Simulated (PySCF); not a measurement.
Isomers of C5H6Cl2O. The calculation used TDDFT PBE0/def2-SVPD, vertical, gas phase, core orbitals frozen in the response in PySCF 2.14.0, density-fitted response routines. Geometries: GFN2-xTB; one conformer of each isolated species. Triplets are in the Tamm–Dancoff approximation.

A. `CC/C=C(/Cl)C(=O)Cl`
B. `CC(=O)/C=C(/Cl)CCl`
C. `C=CO/C=C/C(Cl)Cl`
D. `ClC1=C(Cl)COCC1`

Lowest singlet levels (six at most, fewer where fewer were computed) with oscillator strengths:

1. 350 nm (f 0.000); 244 nm (f 0.169); 239 nm (f 0.095); 236 nm (f 0.097); 216 nm (f 0.001); 190 nm (f 0.002); T1 3.09 eV
2. 222 nm (f 0.696); 219 nm (f 0.002); 198 nm (f 0.148); 195 nm (f 0.019); 185 nm (f 0.001); 182 nm (f 0.001); T1 3.84 eV
3. 221 nm (f 0.000); 199 nm (f 0.227); 196 nm (f 0.034); 183 nm (f 0.017); 181 nm (f 0.063); 174 nm (f 0.004); T1 3.99 eV
4. 293 nm (f 0.002); 262 nm (f 0.173); 242 nm (f 0.003); 210 nm (f 0.048); 204 nm (f 0.006); 195 nm (f 0.007); T1 3.07 eV

Question: Which spectrum belongs to which structure?

Answer: 1 = B, 2 = C, 3 = D, 4 = A.
- A: S1 at 4.23 eV, HOMO-1→LUMO (85%), HOMO-2→LUMO (9%); Löwdin shares by element: HOMO carbon 45% or more, chlorine 35% or more, oxygen 6%; LUMO carbon 60% or more, oxygen 19% (atoms not listed hold the other 21%); HOMO -7.88 and LUMO -2.49 eV.
- B: S1 at 3.54 eV, HOMO→LUMO (96%); Löwdin shares by element: HOMO oxygen 57%, carbon 26% or more (atoms not listed hold the other 17%); LUMO carbon 58% or more, oxygen 16% (atoms not listed hold the other 26%); HOMO -7.75 and LUMO -2.41 eV.
- C: S1 at 5.59 eV, HOMO→LUMO (97%); Löwdin shares by element: HOMO carbon 52% or more, oxygen 21% (atoms not listed hold the other 27%); LUMO carbon 44% or more, chlorine 21% (atoms not listed hold the other 34%); HOMO -6.91 and LUMO -0.70 eV; point group Cs.
- D: S1 at 5.61 eV, HOMO→LUMO+1 (94%); Löwdin shares by element: HOMO carbon 49% or more, chlorine 37%; LUMO carbon 56% or more, chlorine 19% (atoms not listed hold the other 25%); HOMO -7.16 and LUMO -0.35 eV.
C and D have S1 within 0.02 eV of each other; their strongest listed levels stand at 5.59 eV (f 0.696) and 6.24 eV (f 0.227).
